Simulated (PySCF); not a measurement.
Molecule: C6H11, charge 0, multiplicity 2. It need not be the lowest isomer of its formula. SMILES: C/[C]=C\CCC
Coordinates optimised at B3LYP-D3(BJ)/def2-TZVP (Ansatz):
```xyz
17

C      2.7762     0.3151     0.6066
C      1.4868     0.7051    -0.1100
C      0.5004    -0.4605    -0.2288
C     -0.7558    -0.0848    -0.9864
C     -1.9688    -0.0857    -0.4991
C     -2.7020    -0.3828     0.7345
H      3.4618     1.1611     0.6812
H      2.5714    -0.0377     1.6204
H      3.2937    -0.4880     0.0763
H      0.9993     1.5287     0.4190
H      1.7194     1.0807    -1.1113
H      0.2416    -0.8249     0.7684
H      0.9924    -1.2915    -0.7474
H     -0.5989     0.2251    -2.0196
H     -2.0229    -0.7092     1.5352
H     -3.2424     0.4953     1.0969
H     -3.4361    -1.1775     0.5795
```
Charge 0, spin multiplicity 2.

Dispersion corrections to the total energy (kcal/mol) from the dftd3 and dftd4 libraries through PySCF: D3(BJ) without and D4 with the three-body term, each with the damping fitted for the functional named.

```json
[
 {"functional": "B3LYP", "D3(BJ)": "___", "D4": "-11.38"},
 {"functional": "PBE0", "D3(BJ)": "-6.72", "D4": "___"},
 {"functional": "B2PLYP", "D3(BJ)": "-5.88", "D4": "-5.06"},
 {"functional": "CAM-B3LYP", "D3(BJ)": "-5.85", "D4": "___"},
 {"functional": "PW6B95", "D3(BJ)": "-3.66", "D4": "-6.13"},
 {"functional": "TPSS", "D3(BJ)": "-9.77", "D4": "-9.73"},
 {"functional": "r2SCAN", "D3(BJ)": "-2.32", "D4": "-1.96"}
]
```

**Question.** Some entries are withheld; supply them.

**Answer.** 
- B3LYP, D3(BJ): -13.09
- PBE0, D4: -6.08
- CAM-B3LYP, D4: -6.07
